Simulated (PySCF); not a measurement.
# Basis-set dependence of SrCl at PBE

PySCF, UKS reference; doublet, unpaired electrons σ ↑; De to Sr + Cl without counterpoise correction.

```csv
basis,relativity,functions,Re (Å),ωe (cm⁻¹),De (eV),μ (D)
def2-SVP,scalar-relativistic core potentials,41,2.589,312,4.45,-4.38
def2-SVPD,scalar-relativistic core potentials,53,2.617,294,4.37,-4.97
x2c-TZVPPall,spin-free X2C,121,2.563,302,4.39,-4.42
```

Q: How does each smaller set differ from the one with most functions, x2c-TZVPPall?

A: def2-SVP: +2.6 pm, +3.3 % in ωe, +0.06 eV in De; def2-SVPD: +5.4 pm, -2.6 % in ωe, -0.02 eV in De. All at PBE; the set with most functions is neither the basis-set limit nor always the best. The rows treat relativity differently, so the differences are not basis effects alone.

A positive dipole means Sr(−)Cl(+). Spin–orbit coupling is left out. The state is the lowest determinant that a PBE0 search found; another state may lie lower at other levels.
